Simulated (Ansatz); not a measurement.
A single point on BH$_{3}$Se$_{3}$ (`[SeH]B([SeH])[SeH]`).

```yaml
crystal:
  periodic: [false, false, false]
  atoms:
    - {symbol: Se, position_ang: [-1.902130, 0.511173, 0.289625]}
    - {symbol: B, position_ang: [-0.037000, -0.007986, 0.358438]}
    - {symbol: Se, position_ang: [0.687663, -0.262336, 2.142678]}
    - {symbol: Se, position_ang: [1.125954, -0.284924, -1.160669]}
    - {symbol: H, position_ang: [-1.994591, 0.580649, -1.173077]}
    - {symbol: H, position_ang: [2.041709, -0.624440, 1.702669]}
    - {symbol: H, position_ang: [0.139696, 0.019863, -2.205466]}
basis:
  gaussian: {orbitals: def2-TZVPP}
hamiltonian: {xc: pbe}
correlation: {method: rpa}
```

```sh
$ ansatz run in.yaml --threads 4 --pin off --events-out ev --progress --plain
```

Shortened log:

```
Functional definition: PBE
1403 factors; integrals over basis functions are off by at most 1.5e-3 eV
mean field evaluation 1: about -196742.2046 eV, gradient 3.8e1 eV
mean field evaluation 2: about -196742.2011 eV, gradient 3.8e1 eV
mean field evaluation 4: about -196745.2943 eV, gradient 1.2e1 eV
mean field evaluation 8: about -196745.7067 eV, gradient 3.8e-1 eV
mean field evaluation 16: about -196745.7069 eV, gradient 1.4e-4 eV
mean field -196745.70691309 eV, -7230.2713700260 hartree, gradient 2.4e-6 eV, S^2 0.000000; 0 other end points of the search recorded, 0 dependent functions left out
28 core orbitals not correlated: weight in the atoms' cores, before any rotation towards them, 1.000 or more for the frozen orbitals, at most 0.000 for the correlated occupied ones
reference -196628.72579970 eV, -7225.9723934016 hartree; 27, 27 occupied and 162, 162 virtual orbitals, 1403 factors
Total energy: -196667.49270580 eV, -7227.3970509236 hartree
```

Run time 3.6 s (4 threads of a server CPU on a shared host); peak host memory 0.52 GiB.
